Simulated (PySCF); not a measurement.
Pd+: ionisation energy

Pd+ [Kr] 4d9 (2D) → Pd(2+) [Kr] 4d8 (3F), as a difference of total energies. All numbers are calculated (PySCF 2.14, a scalar-relativistic core potential, in aug-cc-pwCVTZ-PP with ECP28MDF (8s8p7d4f3g, 122 functions)). Correlated levels: valence: 4s2 4p6 frozen; valence and next inner shell: nothing frozen outside the core potential. The calculations carry no spin-orbit coupling.

| method | ionisation energy (eV) |
| --- | --- |
| UHF | 17.353 |
| LDA | 20.162 |
| PBE | 19.675 |
| PBE0 | 19.391 |
| r2SCAN | 19.189 |
| M06 | 20.053 |
| B3LYP | 19.594 |
| B97-3 | 19.421 |
| MP2 (valence) | 19.446 |
| SCS-MP2 (valence) | 19.316 |
| MP2 (valence and next inner shell) | 19.567 |
| SCS-MP2 (valence and next inner shell) | 19.315 |

Q: How much does correlation contribute at MP2 (valence and next inner shell)?

A: 19.567 − (17.353) = 2.214 eV, measured against UHF.

The reference lies between the lowest fine-structure levels, while these numbers refer to the centres of the terms.

Errors of the correlated levels include the incompleteness of this basis and the frozen core.

For comparison: 19.43 ± 0.12 eV (semi-empirical (NIST evaluation); NIST Atomic Spectra Database, ionization energies).
